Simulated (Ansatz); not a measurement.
The cluster MoS₂⁺. Total charge 1; doublet. Geometry PBE-D4/def2-TZVP.

```xyz
3

Mo    0.0757    0.2729    0.7962
S    -1.5855    0.4237   -0.4429
S     1.5098   -0.6966   -0.3533
```

In the def2 sets Mo takes a core potential; there is no spin–orbit coupling. HSE06 is defined as in plane-wave codes, on full-range PBE exchange. At HF/def2-TZVP, PBE0-D4/def2-TZVP, r2SCAN0-D4/def2-TZVP, HSE06-D4/def2-TZVP and others the charge 1 doublet is spin-contaminated (final ⟨S²⟩ up to 2.50, 0.75 for a pure state). The structure comes from a short search, and lower isomers may exist.

(1) Estimate the α-spin orbital energies around the gap (eV) in Ansatz with HF/def2-TZVP, PBE0-D4/def2-TZVP, r2SCAN0-D4/def2-TZVP, HSE06-D4/def2-TZVP, CAM-B3LYP-D4/def2-TZVP.

Results:

(1) 
| orbital | HF/def2-TZVP | PBE0-D4/def2-TZVP | r2SCAN0-D4/def2-TZVP | HSE06-D4/def2-TZVP | CAM-B3LYP-D4/def2-TZVP |
| --- | --- | --- | --- | --- | --- |
| HOMO−9 | -61.16 | -51.67 | -52.83 | -51.23 | -53.33 |
| HOMO−8 | -28.88 | -24.81 | -25.07 | -24.40 | -26.40 |
| HOMO−7 | -28.49 | -24.52 | -24.76 | -24.10 | -26.08 |
| HOMO−6 | -18.85 | -15.83 | -16.07 | -15.42 | -17.14 |
| HOMO−5 | -18.77 | -15.75 | -15.97 | -15.35 | -17.06 |
| HOMO−4 | -18.14 | -15.25 | -15.45 | -14.85 | -16.55 |
| HOMO−3 | -18.14 | -14.89 | -15.12 | -14.50 | -16.08 |
| HOMO−2 | -18.05 | -14.60 | -14.79 | -14.21 | -15.77 |
| HOMO−1 | -15.61 | -13.11 | -13.43 | -12.71 | -14.35 |
| HOMO | -14.44 | -12.82 | -12.87 | -12.44 | -13.94 |
| LUMO | -6.26 | -9.89 | -9.87 | -10.27 | -8.77 |
| LUMO+1 | -5.97 | -9.31 | -9.31 | -9.68 | -8.32 |
| LUMO+2 | -4.29 | -8.89 | -8.77 | -9.27 | -7.72 |
| LUMO+3 | -4.24 | -7.69 | -7.62 | -8.05 | -6.72 |
| LUMO+4 | -3.52 | -6.38 | -6.19 | -6.75 | -5.48 |
| LUMO+5 | -1.82 | -4.62 | -4.40 | -4.97 | -3.69 |
| β HOMO | -16.44 | -13.08 | -13.32 | -12.69 | -14.23 |
| β LUMO | -4.66 | -9.14 | -8.74 | -9.53 | -8.06 |
